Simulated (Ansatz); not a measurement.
BiF₂, SMILES [F][Bi][F], multiplicity 2.

Geometry optimised at B3LYP-D3(BJ)/def2-TZVP. The multiplicity is an assumed one; other spin states were not compared. The isomer is the one that the SMILES or the coordinates give; other isomers of the formula were not compared. The def2 effective core potentials stand for the cores of Bi; spin–orbit coupling is left out.

Two levels are set side by side: PBE/def2-TZVPD (Ansatz, an electronic-structure program) and CAM-B3LYP/def2-TZVPD (Ansatz). Energy differences of separate SCF runs at the same geometry; the states with an electron removed or added have multiplicity 1 and 1. Differences are taken from unrounded values.

```
quantity                         CAM-B3LYP
-------------------------------  ---------
vertical ionisation energy (eV)       8.80
vertical electron affinity (eV)       1.36
```

### Question
What does PBE give, and how far is it from CAM-B3LYP? (The exact figures need the calculation; the answer reports its results.)

### Answer

```
quantity                          PBE  PBE minus CAM-B3LYP
-------------------------------  ----  -------------------
vertical ionisation energy (eV)  8.38                -0.42
vertical electron affinity (eV)  1.13                -0.23
```
